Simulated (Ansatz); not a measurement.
Basis-set series for `FB1S[SiH]1F`. The species carries charge 0 and has multiplicity 1. The geometry is a stationary point of PBE0-D4/def2-TZVP.

```json
{"functional": "PBE0-D4", "basis": "def2-SVP", "functions": "83", "energy (Eh)": "-912.08075", "HOMO (eV)": "-7.58", "LUMO (eV)": "-1.55"}
{"functional": "PBE0-D4", "basis": "def2-QZVPP", "functions": "341", "energy (Eh)": "-912.63497", "HOMO (eV)": "-7.62", "LUMO (eV)": "-1.81"}
{"functional": "ωB97M-V", "basis": "def2-SVP", "functions": "83", "energy (Eh)": "-912.46352", "HOMO (eV)": "-9.59", "LUMO (eV)": "0.62"}
{"functional": "ωB97M-V", "basis": "def2-QZVPP", "functions": "341", "energy (Eh)": "-913.01819", "HOMO (eV)": "-9.67", "LUMO (eV)": "0.22"}
```

Task: Give the rows for def2-TZVPP. (Estimate.)

Result: Computed: 
| functional | basis | functions | energy (Eh) | HOMO (eV) | LUMO (eV) |
| --- | --- | --- | --- | --- | --- |
| PBE0-D4 | def2-TZVPP | 191 | -912.60125 | -7.60 | -1.76 |
| ωB97M-V | def2-TZVPP | 191 | -912.98676 | -9.64 | 0.32 |

Positive LUMOs are unbound and depend on the basis.
